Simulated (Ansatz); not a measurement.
C3H5ClSi (`C=C1[SiH2]C1Cl`), relaxed with RKS PBE0-D4/def2-TZVP in Ansatz 0.2.0 from a PBE-D4/def2-SVP geometry. The force threshold is 0.005 eV/Å; the program also tests the step.

Total charge 0; spin multiplicity 1.

Start:

```xyz
10

C     1.629   -0.241    0.662
C     0.495   -0.123   -0.044
Si   -1.136   -0.834   -0.558
C    -0.510    0.951   -0.293
Cl   -0.943    2.101    1.007
H     2.119   -1.217    0.812
H     2.103    0.643    1.127
H    -1.434   -1.262   -1.963
H    -1.942   -1.517    0.500
H    -0.383    1.497   -1.250
```

```
         step  energy (eV)  largest force (eV/Å)  largest move (Å)
            1  -23581.1006                 0.579             0.000
            2  -23581.1507                 0.285             0.026
            3  -23581.1575                 0.149             0.019
 4 (rejected)  -23581.1564                 0.154             0.027
            5  -23581.1593                 0.059             0.013
            6  -23581.1600                 0.085             0.027
            7  -23581.1606                 0.063             0.010
            8  -23581.1610                 0.050             0.017
            9  -23581.1612                 0.035             0.012
10 (rejected)  -23581.1598                 0.120             0.032
           11  -23581.1615                 0.015             0.016
           12  -23581.1615                 0.020             0.008
13 (rejected)  -23581.1614                 0.025             0.003
           14  -23581.1615                 0.002             0.002
```

End:

```xyz
10

C     1.623   -0.234    0.641
C     0.474   -0.151   -0.004
Si   -1.134   -0.818   -0.546
C    -0.514    0.933   -0.285
Cl   -0.979    2.040    1.009
H     2.118   -1.187    0.799
H     2.109    0.650    1.046
H    -1.376   -1.275   -1.933
H    -1.993   -1.451    0.474
H    -0.328    1.493   -1.201
```

It took 45 s on 4 threads of an Arm Neoverse V2 on a shared host, with 0.53 GiB of host memory at the peak.
